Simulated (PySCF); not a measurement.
Choosing a molecule for a target property.

Species are written as SMILES; each is one conformer at its optimised geometry, gas phase, non-relativistic unless stated; the electronic structure was computed with PySCF and density fitting.

Dipoles, sizes and rotational constants follow the conformer. The torsions of the flexible species, by atom-mapped SMILES:
- `[NH2:1][Si@@H:2]1[N:3]=[CH:4][C@@H:5]1[SiH3:6]`: H–N1–Si2–N3 -103°, H–N1–Si2–N3 35°
- `[N:1]#[C:2][CH2:3][Si@H:4]([NH2:5])[SiH3:6]`: C2–C3–Si4–N5 180°, H–N5–Si4–C3 -171°, H–N5–Si4–C3 49°
- `[N:1]#[C:2][CH2:3][SiH2:4][NH:5][SiH3:6]`: C2–C3–Si4–N5 -171°, C3–Si4–N5–Si6 -45°
- `[N:1]#[C:2][SiH2:3][CH2:4][NH:5][SiH3:6]`: C2–Si3–C4–N5 180°, Si3–C4–N5–Si6 149°
- `[N:1]#[C:2][C@H:3]([SiH3:4])[SiH2:5][NH2:6]`: C2–C3–Si5–N6 54°, H–N6–Si5–C3 176°, H–N6–Si5–C3 -45°
- `[CH:1]#[C:2][Si@H:3]([NH2:4])[SiH2:5][NH2:6]`: C2–Si3–Si5–N6 20°, H–N4–Si3–C2 61°, H–N4–Si3–C2 -77°, H–N6–Si5–Si3 -39°, H–N6–Si5–Si3 -178°

(1) Wanted: electronic spatial extent ⟨r²⟩ about the centre of nuclear charge above 1000 bohr² (PBE0/def2-SVPD) and HOMO–LUMO gap above 7.4 eV (PBE0/def2-SVPD), at GFN2-xTB geometries. Which candidate meets both?
A. `N#C[SiH2]CN[SiH3]`
B. `N#CC[Si@H](N)[SiH3]`
C. `N([SiH3])[SiH2]CC#N`
D. `N[Si@@H]1N=C[C@@H]1[SiH3]`

(2) Wanted: lowest triplet excitation (Tamm–Dancoff) above 5.9 eV (TDA PBE0/def2-SVPD) and dipole moment below 4.9 D (PBE0/def2-SVPD), at GFN2-xTB geometries. Which candidate meets both?
A. `N([SiH3])[SiH2]CC#N`
B. `[SiH2](CN[SiH3])C#N`
C. `C#C[Si@H](N)[SiH2]N`
D. `N#C[C@H]([SiH3])[SiH2]N`
E. `N#CC[Si@H](N)[SiH3]`
F. `N[Si@@H]1N=C[C@@H]1[SiH3]`

(3) Wanted: lowest singlet excitation below 6 eV (TDDFT PBE0/def2-SVPD) and smallest rotational constant below 0.8 GHz (GFN2-xTB), at GFN2-xTB geometries. Which candidate meets both?
A. `N#CC[SiH2]N[SiH3]`
B. `N#C[C@H]([SiH3])[SiH2]N`
C. `N#C[SiH2]CN[SiH3]`
D. `N[Si@@H]1N=C[C@@H]1[SiH3]`
E. `N#CC[Si@H](N)[SiH3]`

Answers

(1) C. Computed values:
```csv
species,electronic spatial extent ⟨r²⟩ about the centre of nuclear charge,HOMO–LUMO gap
N[Si@@H]1N=C[C@@H]1[SiH3],907 bohr²,6.05 eV
N#CC[Si@H](N)[SiH3],1100 bohr²,7.36 eV
N([SiH3])[SiH2]CC#N,1296 bohr²,7.49 eV
N#C[SiH2]CN[SiH3],1506 bohr²,6.57 eV
```

(2) D. Computed values:
```
                  species  lowest triplet excitation (Tamm–Dancoff)  dipole moment
N[Si@@H]1N=C[C@@H]1[SiH3]                                   3.56 eV         1.59 D
      C#C[Si@H](N)[SiH2]N                                   4.86 eV         1.38 D
      [SiH2](CN[SiH3])C#N                                   5.15 eV         3.83 D
      N#CC[Si@H](N)[SiH3]                                   5.58 eV         5.03 D
      N([SiH3])[SiH2]CC#N                                   5.78 eV         4.78 D
  N#C[C@H]([SiH3])[SiH2]N                                   6.03 eV         3.45 D
```

(3) C. Computed values:
| species | lowest singlet excitation | smallest rotational constant |
| --- | --- | --- |
| N[Si@@H]1N=C[C@@H]1[SiH3] | 4.14 eV | 1.410 GHz |
| N#C[SiH2]CN[SiH3] | 5.38 eV | 0.724 GHz |
| N#CC[Si@H](N)[SiH3] | 5.97 eV | 1.075 GHz |
| N#CC[SiH2]N[SiH3] | 6.10 eV | 0.858 GHz |
| N#C[C@H]([SiH3])[SiH2]N | 6.40 eV | 1.344 GHz |
